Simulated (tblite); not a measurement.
Compound: C5H7FO2Si.
Z-matrix (Å and degrees, GFN2-xTB geometry), rows numbered from 1:
```
C 
C   1  1.3243
O   2  1.3458  1  121.87
Si  3  1.6373  2  123.95  1   171.73
C   4  1.8994  3   99.44  2   -32.42
F   5  1.3525  4  122.07  3  -139.39
C   5  1.3276  4  117.04  3    30.96
C   7  1.5049  5  116.19  4    11.74
O   8  1.4193  2  104.76  1   121.35
H   1  1.0746  2  120.79  3     0.27
H   1  1.0731  2  121.41  3   180.00
H   4  1.4555  3  114.40  2    88.20
H   4  1.4546  3  101.31  2  -145.84
H   7  1.0795  5  124.26  4  -170.50
H   8  1.0965  2  109.96  1     2.49
H   9  0.9637  8  109.20  2   169.20
```

Calculated harmonic vibrations of the isolated species, GFN2-xTB (tblite), most abundant isotopes, no scaling. The method is semi-empirical: single wavenumbers can be off by several per cent or more. Modes of hydrogen on silicon can be 10 to 20 % off. One conformer, not necessarily the lowest.

Harmonic wavenumbers (cm⁻¹): 81.1, 126.4, 164.2, 245.5, 283.0, 324.4, 334.4, 358.8, 380.3, 386.7, 492.9, 536.8, 593.6, 616.6, 635.3, 679.8, 702.3, 736.8, 780.6, 799.1, 826.7, 853.5, 867.7, 1003.6, 1027.8, 1079.2, 1135.5, 1175.4, 1240.4, 1255.0, 1279.8, 1294.8, 1386.2, 1659.6, 1712.7, 2326.6, 2354.1, 2914.2, 3077.9, 3132.3, 3169.3, 3536.7.

A = 2172, B = 1197, C = 1047 MHz; mass 146.020 u (most abundant isotopes); point group C1, symmetry number 1.

Task: What is the zero-point energy?

Result: Half the sum of the wavenumbers: 23784 cm⁻¹ = 68.00 kcal/mol.

Task: Give the ideal-gas entropy at 400 K and 1 bar in the rigid-rotor, harmonic-oscillator model (classical rotation).

Result: Translation 42.33, rotation 30.03, vibration 33.47: S = 105.8 cal/(mol K).

Task: And Cp and H(400 K) − H(0)?

Result: Cp = 47.51 cal/(mol K), of which vibrations give 39.56 (their classical limit is 42 R = 83.5); H(400 K) − H(0) = 10.87 kcal/mol without the zero-point energy, 7.69 from vibrations.

Task: Which modes carry the vibrational entropy at 400 K?

Result: 81.1 cm⁻¹: 4.44; 126.4 cm⁻¹: 3.57; 164.2 cm⁻¹: 3.06; 245.5 cm⁻¹: 2.30; 283.0 cm⁻¹: 2.04; 324.4 cm⁻¹: 1.79 cal/(mol K); the other 36 give 16.28 together.

Task: How do the functions run with temperature in this model?

Result: 
```
 T (K)  S (cal/(mol K))  Cp (cal/(mol K))  H − H(0) (kcal/mol)  G − H(0) (kcal/mol)  ln q(vib)
   150             73.2              21.6                 2.02                -8.96       1.57
   250             87.0              33.2                 4.76               -16.98       3.64
298.15             93.2              38.3                 6.49               -21.32       4.74
   600            127.7              60.0                21.73               -54.88      11.99
   900            154.3              70.8                41.51               -97.33      18.76
```

q(vib) and H(0) count from the zero-point level.

Hindered rotation and anharmonicity are outside this model. Other conformers, if any are populated, would add a mixing term that is left out. The structure is chiral; the term R ln 2 for an equal mix with its mirror image is left out.
